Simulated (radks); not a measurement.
Values are calculated unless marked as measured or tabulated.
All-electron atom: Sm2+ in [Xe] 4f4 6p2 (not the ground configuration). Level of theory: Dirac Kohn-Sham, BLYP, spin-unpolarised, spherical densities, point nucleus; open shells fill j = l - 1/2 first (a radial shooting solver on a logarithmic mesh with Libxc functionals).

Normalised radial functions P(r) = r R(r) (large component), r in bohr:

r	4d3/2	4f7/2	6p1/2
0.00433	0.0006	0.0000	0.0071
0.006832	0.0018	0.0000	0.0135
0.01078	0.0059	0.0000	0.0253
0.01701	0.0187	0.0002	0.0452
0.02683	0.0566	0.0009	0.0726
0.04268	0.1589	0.0046	0.0935
0.06733	0.3732	0.0205	0.0684
0.1062	0.6737	0.0780	-0.0349
0.1676	0.7532	0.2410	-0.1340
0.2645	0.1070	0.5676	-0.0269
0.4206	-1.0329	0.9588	0.1914
0.6636	-1.3167	1.0744	0.0281
1.047	-0.6286	0.7960	-0.3122
1.652	-0.1118	0.3856	-0.0870
2.606	-0.0053	0.1078	0.4943
4.145	0.0000	0.0129	0.5442
6.54	0.0000	0.0004	0.1609
10.32	0.0000	0.0000	0.0096

4d3/2: eigenvalue -166.73 eV, 1 radial node at r = 0.277 bohr, <r> = 0.658 bohr, 90 % of the charge inside 0.987 bohr. 4f7/2 (empty): eigenvalue -34.978 eV, 0 radial nodes, <r> = 0.857 bohr, 90 % of the charge inside 1.43 bohr. 6p1/2: eigenvalue -14.071 eV, 4 radial nodes at r = 0.0937, 0.278, 0.686, 1.77 bohr, <r> = 3.68 bohr, 90 % of the charge inside 5.24 bohr.
